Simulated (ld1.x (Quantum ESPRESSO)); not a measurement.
The numbers below are computed, except where a source is named.
# Potentials for Li (Z = 3) compared

Generated with ld1.x 7.5 (TM, RRKJ, ultrasoft, PAW), atompaw 4.2 or ONCVPSP 4.0.1. The cutoff is in Ry: for ld1.x and atompaw files where the sum of valence levels is converged to 10 mRy in a Bessel basis, for ONCV files where the hardest occupied wave has 1 mHa per electron of residual kinetic energy. The error is the largest all-electron minus pseudo excitation energy over each file’s own four to seven test configurations (ionisations up to +4, promotions, holes and added fractions of an electron), all of which were solved. The labels leave out finer settings (local radius, basis sizes, second energies), which also bear on the numbers. Spin-polarised tests are not counted. The rows are a selection from randomly drawn settings: files with unsolved tests, undetermined cutoffs or missed reference levels are left out.

```csv
potential,cutoff (Ry),largest error (meV),bound ghosts
"TM, PBEsol, scalar-relativistic, rc 3.55/4.20 (sp), local s, core correction yes, reference 2s0.5 2p0.5",6,-3.9,none
"TM, PBE, scalar-relativistic, rc 0.65/4.20/4.40 (spd), local smoothed, core correction no, reference 1s2 2s0 2p0",180,-771,none
"RRKJ, LDA (PZ), fully relativistic, rc 2.60/4.20/3.50 (spd), local smoothed, core correction yes, reference 2s0.5 2p0",6,+1.6,none
"PAW, LDA (PZ), scalar-relativistic, rc 1.05/4.20 (sp), local smoothed, core correction no, reference 1s2 2s0.5 2p0.5",45,-95,none
```

Problem. Fill in the row for Li: TM, LDA (PZ), scalar-relativistic, rc 2.05/4.20 (sp), local s, core correction no, reference 2s1 2p0.

Solution. cutoff 6 Ry, largest error +5.9 meV, bound ghosts: none.

Problem. Fill in the row for Li: TM, PBE, scalar-relativistic, rc 2.90/4.20/4.30 (spd), local s, core correction yes, reference 2s1 2p0.

Solution. cutoff 6 Ry, largest error -7.5 meV, bound ghosts: none.

Problem. Fill in the row for Li: TM semilocal, PBE, non-relativistic, rc 2.10/4.20/3.60 (spd), local s, core correction yes, reference 2s0 2p1.

Solution. cutoff 6 Ry, largest error -6.6 meV, bound ghosts: none.
